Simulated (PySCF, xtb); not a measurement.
In(F)(Et)(OH) (C2H6FInO), SMILES [CH2](C)[In]([F])[OH].

xtb with GFN2-xTB at its own geometry gives an orbital gap of 3.06 eV and a dipole moment of 7.30 D.

Geometry optimised at r2SCAN-D4/def2-SVP. The def2 effective core potentials stand for the cores of In; spin–orbit coupling is left out. Other conformers were not sampled.

**Question.** What does HF/def2-TZVP (PySCF) give? (An estimate is asked for; the answer gives what the named calculation found.)

**Answer.** gap 12.23 eV (levels -10.96 and 1.27 eV), dipole 5.69 D.
